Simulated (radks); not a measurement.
The numbers below are computed, except where a source is named.
Numerical settings for the tellurium ion Te+, [Kr] 4d10 5s2 5p3. Level of theory: scalar-relativistic Kohn-Sham, r2SCAN, spin-polarised, spherical densities, finite nucleus; open shells are filled with parallel spins first (spin-orbit coupling, left out, can overturn this in heavy ions); meta-GGA in the generalised Kohn-Sham scheme; Fermi nuclear charge, rms radius 4.7423 fm (a radial shooting solver on a logarithmic mesh with Libxc functionals). The defaults (mesh step 0.008 in ln r, mesh end at 40 bohr or more with all orbitals vanishing there, Anderson mixing 0.5 over 9 steps, residual threshold near 1e-9 with the energy settled to 1e-9 hartree or 1e-11 of itself, here a cap of 82 iterations) give E = -6794.905 hartree and 5p at -14.984 eV in 12 iterations. Times are rough (one thread of a shared host). Changes against that run (0 stands for a change within the tolerance of the run):

setting                    iterations  converged  E (mhartree)  e(5p) (meV)  CPU (s)
mesh step in ln r 0.08              4         no      diverged            -     0.03
mesh step in ln r 0.02             11        yes      -0.00688      -0.0063     0.09
mesh step in ln r 0.03             11        yes       -0.0932     -0.00489     0.06
mesh end (bohr) 5                  12        yes         +52.2    +1.12e+03      0.2
mesh end (bohr) 8                  12        yes        +0.227        +11.2     0.21
residual threshold 1e-16           82         no             0     -0.00399     0.72
residual threshold 0.001           10        yes             0      +0.0345     0.18
mixing 0.05                        17        yes             0     -0.00355     0.28
linear mixing, mixing 0.2          62        yes             0     +0.00722     0.89
linear mixing, mixing 1            21         no      diverged            -     0.47
mixing history 3                   12        yes             0     +0.00672     0.23
iteration cap 8                     8         no             0       +0.325     0.14

Settings that end as converged yet miss the energy by more than 1 mhartree: mesh end (bohr) 5 (+0.0522 hartree). A mesh that ends early acts as a hard wall.
